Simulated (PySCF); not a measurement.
**Ti(2+) (titanium, charge +2) across methods**

[Ar] 3d1 4p1, one real determinant (an excited configuration). All numbers are calculated (PySCF 2.14, the spin-free X2C one-electron Hamiltonian (Gaussian nucleus), in ANO-RCC-VTZP (6s5p3d2f1g, 59 functions)).

| method | E (hartree) | mean ε 3p β (eV) | mean ε 3d α (eV) | mean ε 4p α (eV) | Σ⟨r²⟩ (bohr²) | ⟨S²⟩ |
| --- | --- | --- | --- | --- | --- | --- |
| PBE | -852.378 | -61.346 | -26.933 | -15.590 | 25.94 | 2.000 |
| HSE06 | -852.440 | -63.686 | -28.655 | -15.787 | 26.03 | 2.001 |
| PBE0 | -852.417 | -64.121 | -29.096 | -16.148 | 26.05 | 2.001 |
| UHF | -851.72756 | -71.040 | -34.821 | -17.388 | 26.63 | 2.002 |
| r2SCAN | -852.565 | -62.302 | -27.382 | -15.572 | 26.13 | 2.001 |
| LDA | -850.488 | -61.387 | -26.823 | -15.591 | 25.81 | 2.000 |
| revPBE | -852.516 | -61.343 | -26.919 | -15.578 | 26.00 | 2.000 |

Task: Estimate the same row for B3LYP.

Result: E (hartree) = -852.628; mean ε 3p β (eV) = -63.545; mean ε 3d α (eV) = -28.725; mean ε 4p α (eV) = -16.042; Σ⟨r²⟩ (bohr²) = 25.93; ⟨S²⟩ = 2.001.

⟨L²⟩ = 8.01 against 12 for a pure F term, so this real determinant mixes terms.
